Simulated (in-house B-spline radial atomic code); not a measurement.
The numbers below are computed, except where a source is named.
**As in an electron gas of r_s = 1.5: phase shifts, screening and friction**

A nucleus sits in a uniform electron gas with a rigid positive background. The Kohn-Sham equations are solved self-consistently in the spin-unpolarised LDA (PW92), non-relativistic, on B-splines with outgoing waves at the boundary and partial waves to l = 8. The model has no lattice, no bands and no magnetic solution. Atomic units; δ_l are the phase shifts at the Fermi level, counted so that each bound state adds π, and good to about 0.0005.

The density parameter is r_s = 1.5 bohr.

| l | δ_l (rad) |
| --- | --- |
| 0 | 9.8130 |
| 1 | 7.3228 |
| 2 | 3.6652 |
| 3 | 0.1728 |
| 4 | 0.0392 |
| 5 | 0.0104 |
| 6 | 0.0029 |
| 7 | 0.0009 |
| 8 | 0.0003 |

Bound levels below the band bottom (hartree): p -46.84, s -6.132, p -4.254, d -0.9509, s -0.119 and deeper ones.

Q: Check the Friedel sum rule, and say where the screening charge sits.

A: k_F = (9π/4)^(1/3)/r_s = 1.27944. The rule is Z = (2/π) Σ (2l + 1) δ_l. The terms are s 6.247, p 13.986, d 11.667, f 0.770 and 0.333 beyond, in all 33.003 against Z = 33. Bound states hold 8 s, 12 p, 10 d electrons, so the scattering states carry 3.00 in all; where a term is smaller than its bound count, the bound level has drawn weight out of the band.

Q: Find the transport cross section and the electronic stopping of a 10 keV As ion (mass 74.92 u).

A: σ_tr = (4π/k_F²) Σ (l + 1) sin²(δ_l − δ_(l+1)). The terms for l = 0 to 3 are 0.3676, 0.4869, 0.3543, 0.0710, all together 1.2843, so σ_tr = 7.677 × 1.2843 = 9.859 bohr². With n = 3/(4π r_s³) = 0.07074, the friction coefficient is Q = n k_F σ_tr = 0.8923. For v well below v_F = 1.279, dE/dx = Q v; with 24801 eV per u at v = 1, v = √(10000/(24801 × 74.92)) = 0.0734, so dE/dx = 0.06546 hartree/bohr = 33.7 eV/nm. The largest term couples the p and d waves.
